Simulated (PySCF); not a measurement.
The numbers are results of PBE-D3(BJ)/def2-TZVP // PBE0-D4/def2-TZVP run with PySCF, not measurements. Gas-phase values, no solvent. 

Reference species (SMILES): `C[C]=C` (neutral, multiplicity 2).

```yaml
highest_occupied_spin_orbital: -4.81 eV
dipole_moment: 0.95 D
```

Changed species: `[H]/[C]=C\C` (H atom removed from C1; the reference has H atom removed from C2).

**Question.** Predict the effect on the highest occupied spin orbital and dipole moment.

**Answer.** the highest occupied spin orbital falls by 0.46 eV, to -5.27 eV; the dipole moment rises by 0.18 D, to 1.13 D.
